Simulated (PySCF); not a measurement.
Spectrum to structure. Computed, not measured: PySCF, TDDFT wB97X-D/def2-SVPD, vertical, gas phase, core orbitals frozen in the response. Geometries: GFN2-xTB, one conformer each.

```csv
state,E (eV),f,"main configurations (H = HOMO, L = LUMO)"
S1,5.96,0.377,H→L (93%)
S2,6.19,0.0061,"H→L+1 (76%), H→L+2 (14%)"
S3,6.81,0.0026,"H-1→L (68%), H-2→L (24%)"
S4,6.95,0.0036,"H-2→L (47%), H-1→L (26%), H-4→L (20%)"
S5,7.29,0.0006,"H→L+2 (73%), H→L+1 (13%)"
S6,7.81,0.051,"H-6→L (26%), H-4→L (20%), H-3→L (16%)"
S7,7.91,0.017,"H-4→L (38%), H-5→L (20%), H-2→L (12%)"
S8,8.14,0.0019,"H-5→L (47%), H→L+4 (12%)"
```

Triplets computed (Tamm–Dancoff): 3.64, 5.87, 6.30 eV.

Orbital energies (eV): HOMO-3 -12.35, HOMO-2 -11.97, HOMO-1 -11.84, HOMO -9.82, LUMO 0.00, LUMO+1 1.40, LUMO+2 1.80.

**Question.** Which candidate is it? All have the formula C4H6FNSi.
A. `N#C[SiH2]/C=C\CF`
B. `C/C(=C\F)[SiH2]C#N`
C. `C(=C(/F)C#N)(/C)[SiH3]`

**Answer.** C. Its S1, at 5.96 eV, is the lowest among the candidates; the nearest of the others has S1 at 6.72 eV. S1 is HOMO→LUMO (93%). Löwdin shares by element: HOMO carbon 51% or more, nitrogen 14%, fluorine 10% (atoms not listed hold the other 25%); LUMO carbon 61% or more, nitrogen 16% (atoms not listed hold the other 23%). At the same level the other candidates give, for their lowest levels:
- `C/C(=C\F)[SiH2]C#N`: 6.79 eV (f 0.030); 7.11 eV (f 0.250); 7.20 eV (f 0.059); 7.28 eV (f 0.056); 7.52 eV (f 0.002); T1 4.45 eV; HOMO -9.87, LUMO 1.00 eV
- `N#C[SiH2]/C=C\CF`: 6.72 eV (f 0.213); 6.80 eV (f 0.099); 7.24 eV (f 0.009); 7.47 eV (f 0.014); 7.62 eV (f 0.001); T1 4.27 eV; HOMO -10.19, LUMO 0.58 eV
